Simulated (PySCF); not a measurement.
## Working out the ionisation energy of Au

Au [Xe] 4f14 5d10 6s1 (2S) → Au⁺ [Xe] 4f14 5d10 (1S). Computed with PySCF 2.14 in def2-TZVPPD with the def2 core potential (60 electrons) (6s5p3d2f1g, 59 functions), with scalar relativity through the core potential. Frozen: 5s2 5p6. Energies in hartree (1 hartree = 27.21139 eV):

| part | Au (lower) | Au⁺ (upper) |
| --- | --- | --- |
| UHF | -134.789865 | -134.507447 |
| CCSD correlation | -0.342647 | -0.300285 |
| (T) | -0.013963 | -0.010830 |

Question: What does Hartree-Fock give?

Answer: (-134.507447) − (-134.789865) = 0.282418 hartree = 7.685 eV.

Question: What do CCSD and CCSD(T) give?

Answer: The CCSD correlation energies differ by 0.042362 hartree = 1.153 eV and the triples by 0.003133 hartree = 0.085 eV, so CCSD gives 8.838 eV and CCSD(T) 8.923 eV.

Measured between the centres of the two terms (NIST): 9.226 eV, so CCSD(T) (valence) is off by -0.303 eV.

What remains against the reference includes basis incompleteness, the frozen core and higher excitations.
